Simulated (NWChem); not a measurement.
Molecule: silanone (SiH2O); SMILES O=[SiH2]

```xyz
4

Si     0.0000     0.0000    -0.4385
O      0.0000     0.0000     1.1138
H      0.0000    -1.2480    -1.2820
H      0.0000     1.2480    -1.2820
```
Atoms are numbered in this order, from 1.

Results from NWChem. Pople sets run with spherical d functions. Structure relaxed at the PBE-D3(BJ)/def2-SVP level. Atomic charges in e: unrestrained fits to the electrostatic potential beside Mulliken populations; the two definitions need not agree.

For level B3LYP/def2-SVP:

```
Quantity      Result
------------  ------
ESP Si1         0.83
Mulliken Si1    0.58
ESP O2         -0.59
Mulliken O2    -0.42
```

### Question
What are these values for level Hartree-Fock/6-31G*?

### Answer
| Item | Result |
|---|---|
| ESP Si1 | 1.04 |
| Mulliken Si1 | 0.97 |
| ESP O2 | -0.75 |
| Mulliken O2 | -0.72 |
